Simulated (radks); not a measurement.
Question: The potassium anion K-, [Ar] 4s2, held by a Watson sphere: a shell of charge +1 at radius R that stands for the Madelung well of a crystal (potential energy -1/R inside, -1/r outside, in hartree with lengths in bohr). Calculated with a radial shooting solver on a logarithmic mesh with Libxc functionals: non-relativistic Kohn-Sham, LDA (Slater exchange, Perdew-Wang correlation), spin-polarised, spherical densities, point nucleus. Response by self-consistent Sternheimer equations with the Hartree and adiabatic LDA kernel. The sphere does not respond.

| R (bohr) | e(3s) (eV) | e(3p) (eV) | e(4s) (eV) | <r> 4s (bohr) | sum of <r^2> (bohr^2) | X-ray form factor at sin(theta)/lambda = 0.3 1/angstrom | alpha (bohr^3) |
|---|---|---|---|---|---|---|---|
| 3.04 | -36.154 | -20.213 | -3.591 | 4.319 | 62.76 | 10.975 | 188.7 |
| 3.67 | -35.234 | -19.284 | -3.431 | 4.506 | 66.41 | 10.977 | 218.3 |
| 3.84 | -35.057 | -19.104 | -3.381 | 4.561 | 67.52 | 10.978 | 228.2 |
| 4 | -34.912 | -18.955 | -3.333 | 4.614 | 68.59 | 10.978 | 238.0 |
| 5.25 | -34.210 | -18.235 | -2.939 | 5.027 | 77.65 | 10.975 | 332.1 |

Estimate the row for R = 2.13 bohr.

Answer: e(3s) (eV) -38.689; e(3p) (eV) -22.683; e(4s) (eV) -3.705; <r> 4s (bohr) 4.160; sum of <r^2> (bohr^2) 59.37; X-ray form factor at sin(theta)/lambda = 0.3 1/angstrom 10.993; alpha (bohr^3) 168.4.
